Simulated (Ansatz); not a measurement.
Al₆N₆. Charge 0, multiplicity 1. Geometry PBE-D4/def2-SVP.

```xyz
12

Al    0.7720    1.8403    1.7364
Al   -1.3045   -0.7812   -0.3865
Al    0.3658    1.1478   -1.0132
Al    0.8247   -1.0238   -2.3501
Al   -1.6674    1.8587    0.8753
Al    1.2472   -0.8010    0.5151
N    -1.5145    1.0412   -0.8086
N     1.6993    1.0166    0.3259
N    -0.3594   -2.1074   -1.3285
N     1.0865   -2.1206   -0.8170
N    -0.6845    0.5618    1.9490
N    -0.4651   -0.6324    1.3024
```

Another isomer (singlet) lies 4.22 eV lower at PBE0-D4/def2-TZVP; other spin states weren't run for this one.

Estimate the orbital energies around the gap (eV) in Ansatz with PBE-D4/def2-TZVP, r2SCAN-D4/def2-TZVP, PBE0-D4/def2-TZVP.


```tsv
orbital	PBE-D4/def2-TZVP	r2SCAN-D4/def2-TZVP	PBE0-D4/def2-TZVP
HOMO−9	-8.09	-8.32	-9.17
HOMO−8	-7.72	-8.00	-8.89
HOMO−7	-6.59	-6.84	-7.80
HOMO−6	-6.23	-6.40	-7.38
HOMO−5	-6.17	-6.39	-7.10
HOMO−4	-6.10	-6.28	-7.09
HOMO−3	-5.52	-5.67	-6.35
HOMO−2	-5.23	-5.33	-6.05
HOMO−1	-4.78	-4.86	-5.54
HOMO	-4.55	-4.64	-5.24
LUMO	-3.95	-3.82	-3.31
LUMO+1	-3.79	-3.77	-3.31
LUMO+2	-3.43	-3.30	-2.70
LUMO+3	-2.66	-2.54	-1.94
LUMO+4	-2.57	-2.35	-1.72
LUMO+5	-2.33	-2.13	-1.50
```
